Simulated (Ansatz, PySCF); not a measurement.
Process, species as SMILES: CCCC=O → [CH3] (CH3) + [CH2]CC=O (the C-C bond at the site shown breaks; other sites are not compared here)
Each molecule is optimised on its own at B3LYP-D3(BJ)/def2-TZVP (Ansatz, a first-principles code), one conformer each, not searched for the lowest. Frequencies are from Ansatz or PySCF.

Quantity: bond dissociation energy (0 K, with B3LYP-D3(BJ) harmonic zero-point energies), in kJ/mol. Valence correlation only, unless marked. UHF or UKS for open shells. No spin-orbit coupling. No relativistic terms. CBS(X,Y): correlation extrapolated as X^-3; Hartree-Fock from the larger set. The bracket is a focal-point correction in the basis named.

```json
[
 {"level": "PBE0/def2-QZVPP", "program": "Ansatz", "bond dissociation energy (kJ/mol)": "[?]"},
 {"level": "B2PLYP-D4/def2-TZVPD", "program": "Ansatz + dftd4", "bond dissociation energy (kJ/mol)": "[?]"},
 {"level": "PBE-QIDH/def2-TZVPD", "program": "Ansatz", "bond dissociation energy (kJ/mol)": "363.3"},
 {"level": "SCS-MP2/cc-pVTZ", "program": "Ansatz", "bond dissociation energy (kJ/mol)": "373.8"},
 {"level": "CCSD(T) with core electrons/cc-pwCVTZ", "program": "Ansatz", "bond dissociation energy (kJ/mol)": "362.5"},
 {"level": "RI-MP2/CBS(cc-pVTZ,cc-pVQZ)+[CCSD(T)-MP2]/cc-pVTZ", "program": "Ansatz", "bond dissociation energy (kJ/mol)": "[?]"}
]
```

Q: Complete the blanks.

A: 
- PBE0/def2-QZVPP, bond dissociation energy (kJ/mol): 350.1
- B2PLYP-D4/def2-TZVPD, bond dissociation energy (kJ/mol): 353.5
- RI-MP2/CBS(cc-pVTZ,cc-pVQZ)+[CCSD(T)-MP2]/cc-pVTZ, bond dissociation energy (kJ/mol): 368.5
